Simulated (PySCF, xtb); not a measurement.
(1E)-1-bromobuta-1,3-diene (C4H5Br), SMILES C(=C\C=C)/Br.

GFN2-xTB run with xtb 6.7.1 at its own geometry gives an orbital gap of 3.28 eV and a dipole moment of 3.29 D.

Geometry: B3LYP-D3(BJ)/def2-SVP. One conformer was computed; it need not be the lowest.

### Question
What does CAM-B3LYP/def2-TZVP run with PySCF give? (An estimate is asked for; the answer gives what the named calculation found.)

### Answer
gap 7.79 eV (levels -7.94 and -0.15 eV), dipole 1.54 D.
